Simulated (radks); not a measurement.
Values are calculated unless marked as measured or tabulated.
Spherical quantum dot in the effective-mass picture: electrons in a well V = -V0 / (1 + exp((r - R)/a)) with V0 = 3.08, R = 13.7, a = 0.99, with a point charge +1 (a donor) at the centre, all in effective atomic units (hartree* = m*/eps^2 hartree, bohr* = eps/m* bohr), one dielectric constant everywhere. Level of theory: non-relativistic Kohn-Sham, PBEsol, spin-polarised, spherical densities (a radial shooting solver with Libxc functionals). Levels are named by radial order and angular momentum (1s, 1p, 1d, 2s, ...), and open shells are averaged over m.

N = 6, configuration 1s2 1p(up 3, down 0) 2s(up 1, down 0). This is the lowest configuration that the search found (a dilute case). Occupied levels:

| level | occupation | eigenvalue (hartree*) | <r> (bohr*) |
|---|---|---|---|
| 1s up | 1 | -2.5918 | 2.947 |
| 2s up | 1 | -2.5503 | 7.022 |
| 1s down | 1 | -2.5491 | 5.089 |
| 1p up | 3 | -2.5427 | 8.151 |

Energy (hartree*): total -17.6235, kinetic 0.74328, external -20.102, Hartree 2.5474, exchange-correlation -0.81242.
